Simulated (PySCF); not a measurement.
# Calculated NMR parameters of FC(F)(F)C1(F)CO[SiH2]OC1

```yaml
Formula: C4H6F4O2Si
SMILES: FC(F)(F)C1(F)CO[SiH2]OC1
Degrees_of_unsaturation: 1
Carbon_signals: 3
Proton_signals: 4
```

Molfile (atoms numbered from 1):
```
C4H6F4O2Si
     RDKit          3D

 17 17  0  0  0  0  0  0  0  0999 V2000
   -2.1026   -1.3610    1.1510 F   0  0  0  0  0  0  0  0  0  0  0  0
   -1.5533   -0.1768    0.8563 C   0  0  0  0  0  0  0  0  0  0  0  0
   -0.8124    0.1768    1.9062 F   0  0  0  0  0  0  0  0  0  0  0  0
   -2.5571    0.7045    0.7765 F   0  0  0  0  0  0  0  0  0  0  0  0
   -0.7526   -0.2358   -0.4550 C   0  0  0  0  0  0  0  0  0  0  0  0
   -1.6615   -0.5965   -1.4319 F   0  0  0  0  0  0  0  0  0  0  0  0
    0.3297   -1.3237   -0.4040 C   0  0  0  0  0  0  0  0  0  0  0  0
    1.3839   -0.9997    0.4356 O   0  0  0  0  0  0  0  0  0  0  0  0
    2.0071    0.5132    0.5354 Si  0  0  0  0  0  4  0  0  0  0  0  0
    0.8604    1.5436   -0.0204 O   0  0  0  0  0  0  0  0  0  0  0  0
   -0.1885    1.1419   -0.8322 C   0  0  0  0  0  0  0  0  0  0  0  0
    0.6819   -1.4753   -1.4335 H   0  0  0  0  0  0  0  0  0  0  0  0
   -0.1156   -2.2614   -0.0508 H   0  0  0  0  0  0  0  0  0  0  0  0
    2.1586    0.7956    1.9429 H   0  0  0  0  0  0  0  0  0  0  0  0
    3.1671    0.5960   -0.3466 H   0  0  0  0  0  0  0  0  0  0  0  0
   -0.9850    1.8920   -0.7588 H   0  0  0  0  0  0  0  0  0  0  0  0
    0.1331    1.0784   -1.8806 H   0  0  0  0  0  0  0  0  0  0  0  0
  1  2  1  0
  2  3  1  0
  2  4  1  0
  2  5  1  0
  5  6  1  0
  5  7  1  0
  7  8  1  0
  8  9  1  0
  9 10  1  0
 10 11  1  0
 11  5  1  0
  7 12  1  0
  7 13  1  0
  9 14  1  0
  9 15  1  0
 11 16  1  0
 11 17  1  0
M  END
```

Equivalent nuclei averaged, a single conformation, isolated molecule, no relativistic terms. Geometry from GFN2-xTB; PBE0/pcSseg-1 with gauge-including orbitals; PySCF 2.14.

Scale: $^{1}$H and $^{13}$C and $^{29}$Si vs TMS; $^{19}$F vs CFCl3; H2O for $^{17}$O (reference shieldings calculated alike).

```tsv
carbon	δC, type	δH (multiplicity)	HMBC from (2–3 bonds)	span of the C tensor (ppm)
C2	133.5, C	–	H13/H16, H12/H17	9
C5	89.3, C	–	H13/H16, H12/H17	60
C7/C11	66.8, CH2	H12 4.39 (m); H13 4.98 (m)	H15, H13/H16, H14, H12/H17	59
```

Other nuclei:
```csv
atoms,nucleus,environment,δ (ppm),σ (ppm)
H15,$^{1}$H,"hydrogen on a silicon bonded to 2 O, in a 6-membered ring",5.06,26.66
H14,$^{1}$H,"hydrogen on a silicon bonded to 2 O, in a 6-membered ring",4.68,27.04
F1/F3/F4,$^{19}$F,fluorine of a CF3 group,-94.8,265.7
F6,$^{19}$F,fluorine on an sp3 carbon,-210.7,381.7
Si9,$^{29}$Si,"silicon bonded to 2 O, 2 H, in a 6-membered ring",-30.1,379.3
O8/O10,$^{17}$O,"oxygen bonded to C, Si, in a 6-membered ring",23.4,312.7
```

1. Carbon types of the structure: 2 × C, 2 × CH2, leaving 2 H on heteroatoms.
2. δC 133.5: CF3 carbon; 3 electronegative neighbours deshield it.
3. δC 89.3: fully substituted sp3 carbon bonded to F; deshielded by the electronegative neighbour.
4. δC 66.8: sp3 CH2 bonded to O; the inductive effect lowers its shielding.
5. δH 5.06, 4.68: hydrogen on a silicon bonded to 2 O, in a 6-membered ring.
6. δH 4.98, 4.39: hydrogen on an sp3 CH2 bonded to O; its carbon carries O, an electronegative neighbour.

Splittings by $^{19}$F in the carbon and heteronuclear signals aren't shown, as no couplings were computed. Shifts are as computed. Against solution values, carbons near 30 ppm lie about +3 ppm off and those near 130 ppm about +5 ppm. Of 1211 compounds with measured shifts, 218 miss one by over three times the rms of a fit or turn the order of signals round; such compounds aren't used in these exercises. Unscaled 19F shifts against computed CFCl3 carry errors that often reach 10 to 50 ppm. Experimental scales use liquid or dissolved standards, which lie at an offset from isolated H2O (liquid H2O: subtract about 36 ppm). Multiplicities follow the n + 1 count of equivalent neighbours, as no J values were calculated; m marks all less simple cases, F and P coupling included.
